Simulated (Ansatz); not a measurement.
BrCs, triplet, at the geometry of the source list (a higher spin typed on purpose: for a closed-shell molecule this is an excited state) (core potentials on Cs); CASSCF(6,7)/def2-SVP (Ansatz, a first-principles code).

Here is a job for Ansatz.
Ansatz 0.2 input:
```yaml
crystal:
  periodic: [false, false, false]
  atoms:
    - {symbol: Cs, position_ang: [-1.00420000, -0.73990000, -0.87090000]}
    - {symbol: Br, position_ang: [1.00420000, 0.73990000, 0.87090000]}
basis:
  gaussian:
    orbitals: def2-SVP
hamiltonian:
  xc: hf
correlation: {active_space: {window: {electrons: 6, orbitals: 7}}}
magnetization: {spin_polarized: false, initial_magnetization: 2}
```

It wrote (shortened):

```
Functional definition: HF
530 factors; integrals over basis functions are off by at most 3.5e-4 eV
mean field evaluation 1: about -70528.9195 eV, gradient 4.8e0 eV
mean field evaluation 2: about -70528.9579 eV, gradient 4.8e0 eV
mean field evaluation 4: about -70529.3574 eV, gradient 3.8e-1 eV
mean field evaluation 8: about -70529.3566 eV, gradient 1.6e-1 eV
mean field evaluation 16: about -70528.1138 eV, gradient 4.7e0 eV
mean field evaluation 32: about -70528.3158 eV, gradient 1.6e-1 eV
mean field evaluation 64: about -70529.3560 eV, gradient 1.1e-2 eV
mean field evaluation 96: about -70528.3160 eV, gradient 7.0e-4 eV
mean field evaluation 128: about -70528.3160 eV, gradient 1.4e-3 eV
mean field -70529.35671792 eV, -2591.9060528684 hartree, gradient 6.4e-6 eV, S^2 2.000000; 14 other end points of the search recorded, 0 dependent functions left out
reference -70529.35671792 eV, -2591.9060528684 hartree; 23, 21 occupied and 33, 35 virtual orbitals, 530 factors
state -70530.26529502 eV, -2591.9394424612 hartree
Total energy: -70530.26529502 eV, -2591.9394424612 hartree
```
